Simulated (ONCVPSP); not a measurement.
**Before and after: ONCV potential for tantalum (Ta)**

| Property | Result |
| --- | --- |
| Element | Ta (Z = 73) |
| Generator | ONCVPSP 4.0.1 |
| Type | optimised norm-conserving Vanderbilt (ONCV) |
| Functional | PBE |
| Relativity | scalar-relativistic |
| Frozen core | [Kr] 4d10 4f14 |
| Valence charge | 13 |
| Reference configuration | 5s2 5p6 5d2 (charge +3) |
| Partial waves | 5s: rc 1.65 bohr, ncon 3, nbas 6, qcut 8.9 1/bohr, 2 projectors, debl 1.2 Ha; 5p: rc 1.40 bohr, ncon 4, nbas 7, qcut 5.7 1/bohr, 2 projectors, debl 0.5 Ha; 5d: rc 1.40 bohr, ncon 4, nbas 8, qcut 7.4 1/bohr, local |
| Local potential | the d channel |
| Core correction | Teter function, fcfact 6, rcfact 1.75 |

In the s channel the program set the typed energies aside and used -3.713, 0.050 Ha. In the p channel the program set the typed energies aside and used -2.468, 0.250 Ha.

All-electron outer shells of the reference configuration (PBE, scalar-relativistic, ld1.x):

```json
{"shell": "5p", "level (eV)": "-67.14", "outermost node (bohr)": "0.58", "outermost maximum (bohr)": "1.12"}
{"shell": "4f", "level (eV)": "-52.86", "outermost node (bohr)": "–", "outermost maximum (bohr)": "0.44"}
{"shell": "5d", "level (eV)": "-29.13", "outermost node (bohr)": "0.65", "outermost maximum (bohr)": "1.51"}
```

Change: core correction Teter function, fcfact 6, rcfact 1.26.

Cutoffs: the cutoffs (Ha) at which the residual kinetic energy of the hardest occupied pseudo-wave falls to 1 and 0.1 mHa per electron; they do not see the model core or the augmentation charge, which bear on the density cutoff. Errors are all-electron minus pseudo energies relative to the spin-unpolarised reference configuration.

**Question.** Predict the effect on cutoff, ghosts and configuration errors.

**Answer.** The potential gets neither clearly harder nor softer (61 Ha and 76 Ha → 61 Ha and 76 Ha); of the 3 tests that both files solve, the error grows in 0 and shrinks in 3 by more than 15 % and 0.3 meV (median size 169.8 → 28.6 meV); neither file shows a bound ghost. A model core, the more so a compact one, raises the density cutoff, which this test does not measure.

```csv
quantity,base,changed
"cutoff, loose",61 Ha,61 Ha
"cutoff, tight",76 Ha,76 Ha
bound ghosts,none,none
GHOST(+) flags under 300 eV,none,none
tests with a reliable result,3 of 4,3 of 4
"error for 5s2 5p6 5d3 6s2, meV [ΔE -47.04 eV]",-239,+60
"error for 5s2 5p6 5d3 6s1, meV [ΔE -38.58 eV]",-170,+29
"error for 5s2 5p6 5d3, meV [ΔE -23.60 eV]",-83,-0.3
s: phases at 1.67 bohr within 0.05 rad from the reference energy up to (Ha; the scan ends near 5),to the end of the scan,to the end of the scan
p: phases at 1.42 bohr within 0.05 rad from the reference energy up to (Ha; the scan ends near 5),to the end of the scan,to the end of the scan
d: phases at 1.42 bohr within 0.05 rad from the reference energy up to (Ha; the scan ends near 5),4.9,4.9
"rms error of d²Exc/dni dnj with the model core, mHa",7.14,1.26
```
